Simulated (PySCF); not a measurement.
# Where the electron goes

Species: C₆H₁₄AsB.
Z-matrix (Å and degrees, PBE0-D3(BJ)/def2-SVP geometry), rows numbered from 1:
```
C 
B   1  1.5765
C   2  1.5803  1  119.93
C   2  1.5600  1  119.80  3   179.71
C   4  1.5286  2  122.06  1  -157.18
C   5  1.5259  4  110.26  2  -141.32
C   6  1.5214  5  107.37  4    51.19
As  7  1.9821  6  107.04  5   -43.34
H   1  1.1019  2  112.51  3    44.36
H   1  1.1006  2  115.00  3   170.18
H   1  1.1069  2  106.88  3   -71.05
H   3  1.1024  2  113.15  1  -141.44
H   3  1.0997  2  114.08  1   -16.73
H   3  1.1064  2  107.74  1   102.32
H   4  1.1003  2  113.26  1   -19.22
H   5  1.1027  4  110.04  2    95.49
H   5  1.1034  4  110.07  2   -21.30
H   6  1.1038  5  111.72  4   173.98
H   6  1.1041  5  109.63  4   -67.72
H   7  1.1020  6  111.19  5    72.86
H   7  1.1002  6  114.15  5  -165.20
H   8  1.5276  4   94.05  2  -132.25
```

Level of theory: TDDFT CAM-B3LYP/def2-SVPD, vertical, gas phase, core orbitals frozen in the response (PySCF 2.14.0, density-fitted response routines). The CAM-B3LYP/def2-SVPD calculation is non-relativistic and has no spin–orbit coupling, an omission that weighs most on arsenic.

Frontier orbitals with the atoms that hold most of them (Löwdin shares over 4%, at most four atoms; ? is withheld):

| orbital | ε (eV) | atoms |
| --- | --- | --- |
| LUMO+2 | 1.17 | As8 19%, C7 14%, B2 10%, H20 7% |
| LUMO+1 | 0.93 | B2 21%, As8 18%, H22 14%, C3 6% |
| LUMO | 0.90 | ? |
| HOMO | -8.19 | As8 58%, C4 11%, C7 8%, H22 6% |
| HOMO-1 | -9.19 | ? |
| HOMO-2 | -9.86 | C1 22%, B2 22%, C3 20%, C4 7% |
| HOMO-3 | -9.98 | C7 21%, As8 20%, C4 13%, C6 7% |

Question: Which atoms hold the LUMO, and with what shares?

Answer: B2 (bonded to 3 C) 33%; As8 (bonded to 2 C and H) 15%; C1 (bonded to B and 3 H) 7%; C4 (bonded to As, B, C and H) 6%. By element: boron 33%, arsenic 15%, carbon 13% or more.

Question: Which atoms hold the HOMO-1, and with what shares?

Answer: C4 (bonded to As, B, C and H) 30%; B2 (bonded to 3 C) 17%; As8 (bonded to 2 C and H) 16%; C7 (bonded to As, C and 2 H) 6%. By element: carbon 36% or more, boron 17%, arsenic 16%.

Question: The HOMO–LUMO gap is 9.09 eV. Where does the response calculation put the lowest singlet, and from which orbitals?

Answer: S1 is at 5.87 eV (f = 0.038), 3.22 eV below the gap, made of HOMO→LUMO+1 (62%), HOMO→LUMO (34%). Its leading pair isn't HOMO and LUMO; the energies of that pair differ by 9.12 eV. 

Next come S2 at 6.17 eV (f 0.034), HOMO→LUMO (24%), HOMO→LUMO+1 (23%), HOMO→LUMO+2 (20%); S3 at 6.28 eV (f 0.024), HOMO→LUMO+2 (63%), HOMO→LUMO (14%), HOMO→LUMO+3 (9%); S4 at 6.47 eV (f 0.107), HOMO-1→LUMO+1 (35%), HOMO-1→LUMO (23%), HOMO-1→LUMO+2 (15%); S5 at 6.81 eV (f 0.0002), HOMO-2→LUMO+1 (36%), HOMO-2→LUMO (34%), HOMO-2→LUMO+2 (17%).

Time: 2.8 min wall (grids of density and orbitals included); peak memory 1.7 GiB. Hardware: one thread, AMD EPYC 9R45 (x86_64), on a shared host.

One conformer stands for the species.
